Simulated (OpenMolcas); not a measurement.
# How basis sets differ on CH4ClFOSi (SMILES C[Si](O)(F)Cl)

CH4ClFOSi: 9 atoms, total charge 0, spin state singlet. As SMILES, `C[Si](O)(F)Cl`. The shape is that of a PBE0-D4/def2-TZVP optimisation. This is one conformer, not always the lowest.

Quantity: the HOMO–LUMO gap, in eV. The values are calculated.

```csv
level,kind,program,value (eV)
HF/STO-3G,Hartree–Fock,OpenMolcas,20.12
HF/3-21G,Hartree–Fock,OpenMolcas,18.13
HF/ANO-XS-VDZ (DKH2),Hartree–Fock,OpenMolcas,17.37
HF/def2-SVP,Hartree–Fock,OpenMolcas,17.01
```

The values span 17.01 to 20.12 eV. A Hartree–Fock LUMO above zero doesn't converge with the basis: it sinks as sets grow more diffuse. Orbital gaps aren't excitation energies.
